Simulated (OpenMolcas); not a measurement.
## Cr3+: ligand-field states by method

Cr3+ with 4 ligands (fluoride) in tetrahedral coordination (Td) at 1.79 Å. A charge of +0.25 e stands 2.4 Å behind each ligand. Ligand basis ANO-RCC-VDZP.
```
Cr    0.0000    0.0000    0.0000
F     1.0335    1.0335    1.0335
F     1.0335   -1.0335   -1.0335
F    -1.0335    1.0335   -1.0335
F    -1.0335   -1.0335    1.0335
```

```
Program             : OpenMolcas
Basis               : ANO-RCC-VTZP [6s5p3d2f1g]
Scalar Hamiltonian  : DKH2, point nucleus
Active space        : 3 electrons in 5 orbitals (3d)
State averaging     : 2S+1 = 4 even, 10 roots; 2S+1 = 2 even, 40 roots
Spin-orbit coupling : state interaction with AMFI integrals over the reference wave functions
```

I. CASSCF
II. SS-CASPT2, IPEA 0.25 Eh, imaginary shift 0.1 Eh (closed shells correlated: 3s 3p and the ligand valence shells)

Spin-free states (labels of Td) in cm-1, each column counted from its own energy of the first state listed:

| State | Degeneracy | I | II |
| --- | --- | --- | --- |
| 4T1 | 3 | 0 | 0 |
| 4T2 | 3 | 6876 | 7480 |
| 2E | 2 | 11475 | 7810 |
| 4A2 | 1 | 14702 | 16570 |
| 2T1 | 3 | 17270 | 12630 |
| 2T2 | 3 | 17941 | 12740 |
| 4T1 | 3 | 21255 | 17420 |
| 2A1 | 1 | 22131 | 17210 |
| 2T1 | 3 | 22613 | 16230 |
| 2T2 | 3 | 25916 | 20570 |
| 2T1 | 3 | 26958 | 22110 |
| 2E | 2 | 27988 | 22400 |
| 2T2 | 3 | 31745 | 25390 |
| 2T1 | 3 | 32108 | 27960 |
| 2E | 2 | 33403 | 29000 |
| 2T2 | 3 | 40810 | 31530 |
| 2A2 | 1 | 41991 | 33350 |
| 2T1 | 3 | 42269 | 34140 |
| 2E | 2 | 62728 | 50240 |
| 2T2 | 3 | 63312 | 51310 |

From I to II, I's first state of the same spin (4T2) moves from 6876 to 7480 cm-1, by about +610 cm-1.

From I to II, I's first state of another spin (2E) moves from 11475 to 7810 cm-1, by about -3700 cm-1.

I: A least-squares ligand-field fit to the states below 45000 cm-1, each weighted by its degeneracy and with a free common offset, gives 10Dq = -7777 cm-1 (negative for this site), B = 1003 cm-1 and C = 3959 cm-1 (C/B = 3.95), with an rms deviation of 291 cm-1. The same method and metal basis give the free ion B = 1155 cm-1 (fit to its terms below 60000 cm-1, rms deviation 48 cm-1), so the nephelauxetic ratio is β = 1003 / 1155 = 0.87; it hangs on how both fits weigh the states, and computed free-ion B values tend to be too large, so β mixes covalency with correlation.

χT at 300 K: I 1.46, II 1.46 cm3 K/mol.

Roots that are degenerate in the reference are averaged as groups; the widest CASPT2 spread within a group is 560 cm-1 (the 3-fold group of multiplicity 2 near 22100 cm-1 above the lowest state of its run, II). Shifts and gaps below about the spread of the groups concerned are not significant. An orbital triplet at a regular site is open to Jahn-Teller coupling, which can distort the site and quench the lowest spin-orbit gaps and is left out. Ligand-to-metal charge-transfer states are missing. With no ligand orbital active B as a rule stays too high, so bands that hang on it stand too high and its fall with covalency is understated. Without dynamic correlation the repulsion within the d shell is too large (B by tens of per cent), so at a given field states of lower spin stand too high (holds for I). With metal d orbitals alone and no dynamic correlation the field as a rule comes out too small, by tens of per cent, by up to half for chloride and softer ligands (holds for I). These CASPT2 states fit no ligand-field parameters well, so their order and spin gaps are uncertain (holds for II). With one d shell and no ligand orbital active, 10Dq can be off by a tenth or more (holds for II). No measured value stands beside these numbers; the geometry is a model, was not optimised and need not be the one that this ion takes.
